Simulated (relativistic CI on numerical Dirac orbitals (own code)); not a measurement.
**Mn⁶⁺: 3s photoemission**

Computed with this model: Dirac-Coulomb-Breit CI, orbitals from a KLI potential per configuration, model QED, multiplet model of photoemission in the sudden approximation, unscaled Slater integrals; configurations [Ar] 3d → [Ne] 3s 3p6 3d; 300 K; Lorentzian 1.5 eV and Gaussian 0.6 eV FWHM. Energies are those of the free ion, without screening or charge transfer. The energies are binding energies and can lie tens of eV above those of solids. Without intra-shell correlation the exchange splitting of an s hole comes out too large, often by half or more. S is read from ⟨S²⟩ = S(S + 1).

Computed curve for free ion, scaled to 100 at the maximum (points under 2 are left out and the grid is thinned):

| Energy (eV) | Intensity |
| --- | --- |
| 202.2 | 2.1 |
| 202.4 | 2.2 |
| 202.8 | 2.6 |
| 203.0 | 2.8 |
| 203.2 | 3.0 |
| 203.4 | 3.3 |
| 203.8 | 4.0 |
| 204.0 | 4.4 |
| 204.2 | 4.8 |
| 204.4 | 5.4 |
| 204.8 | 6.8 |
| 205.0 | 7.7 |
| 205.2 | 8.9 |
| 205.4 | 10.3 |
| 205.8 | 14.3 |
| 206.0 | 17.1 |
| 206.2 | 20.9 |
| 206.4 | 26.0 |
| 206.8 | 42.0 |
| 207.0 | 53.9 |
| 207.2 | 68.2 |
| 207.4 | 83.2 |
| 207.8 | 100.0 |
| 208.0 | 95.7 |
| 208.2 | 84.2 |
| 208.4 | 69.3 |
| 208.8 | 43.0 |
| 209.0 | 33.8 |
| 209.2 | 27.0 |
| 209.4 | 22.0 |
| 209.8 | 15.5 |
| 210.0 | 13.5 |
| 210.2 | 11.9 |
| 210.4 | 10.7 |
| 210.8 | 9.4 |
| 211.0 | 9.0 |
| 211.2 | 9.0 |
| 211.4 | 9.2 |
| 211.8 | 10.5 |
| 212.0 | 11.8 |
| 212.2 | 13.8 |
| 212.4 | 16.6 |
| 212.8 | 24.7 |
| 213.0 | 29.2 |
| 213.2 | 32.5 |
| 213.4 | 33.3 |
| 213.8 | 27.3 |
| 214.0 | 22.4 |
| 214.2 | 17.8 |
| 214.4 | 14.1 |
| 214.8 | 9.1 |
| 215.0 | 7.5 |
| 215.2 | 6.3 |
| 215.4 | 5.4 |
| 215.8 | 4.0 |
| 216.0 | 3.6 |
| 216.2 | 3.2 |
| 216.4 | 2.9 |
| 216.8 | 2.4 |
| 217.0 | 2.2 |

The ground state has S = 0.50, and the centroid lies at 209.14 eV.
